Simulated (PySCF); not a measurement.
Al(H)(Cl)(Me) (CH4AlCl), SMILES [Cl][AlH][CH3]. Atoms are numbered in the order given.

```xyz
7

Al    -0.4059    -0.6206    -0.1645
H     -1.6139    -1.2078    -0.9944
Cl    -0.0287     1.4364    -0.4096
C      0.7390    -1.6189     1.0390
H      0.7088    -1.1901     2.0454
H      1.7815    -1.5680     0.7096
H      0.4544    -2.6714     1.1073
```
Charge 0, spin multiplicity 1.

Coordinates come from a PBE0-D3(BJ)/def2-TZVP optimisation.

Level of theory: B3LYP/pcJ-1 (PySCF).

Isotropic couplings with Fermi-contact, spin-dipole and both spin-orbit terms, one fixed conformer, no vibrational averaging. Isotopes: 13C, 1H.

```tsv
pair	bonds apart	J (Hz)
C4–H5	1	127.2
C4–H6	1	127.0
C4–H7	1	131.3
H2–C4	2	31.8
H5–H6	2	?
H5–H7	2	?
H6–H7	2	?
H2–H5	3	?
H2–H6	3	?
H2–H7	3	?
```

Task: What belongs in the gaps? (The exact figures need the calculation; the answer reports its results.)

Result: 
- H5–H6, J (Hz): -17.0
- H5–H7, J (Hz): -14.2
- H6–H7, J (Hz): -14.3
- H2–H5, J (Hz): 0.6
- H2–H6, J (Hz): 0.5
- H2–H7, J (Hz): -1.8
